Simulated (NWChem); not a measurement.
BF

All runs: NWChem. Pople sets run with spherical d functions. Coordinates come from a PBE-D3(BJ)/def2-SVP optimisation. Core excitations by TDA in a window of 1s orbitals, non-relativistic and unshifted: absolute energies depend strongly on the exact-exchange share.

```tsv
level	first 1s excitation (eV)	dipole oscillator strength of the first	first state with f > 0.002 (eV)	dipole oscillator strength of that state
B K edge, BHandHLYP/cc-pVTZ	188.3	0.0957	188.3	0.0957
B K edge, B3LYP/cc-pVTZ	182.7	0.0707	182.7	0.0707
F K edge, PBE/cc-pVTZ	660.7	0.0114	660.7	0.0114
F K edge, B3LYP/6-311G**	[?]	[?]	[?]	[?]
```

Task: Fill in the missing entries.

Result: 
- F K edge, B3LYP/6-311G**, first 1s excitation (eV): 670.4
- F K edge, B3LYP/6-311G**, dipole oscillator strength of the first: 0.0155
- F K edge, B3LYP/6-311G**, first state with f > 0.002 (eV): 670.4
- F K edge, B3LYP/6-311G**, dipole oscillator strength of that state: 0.0155
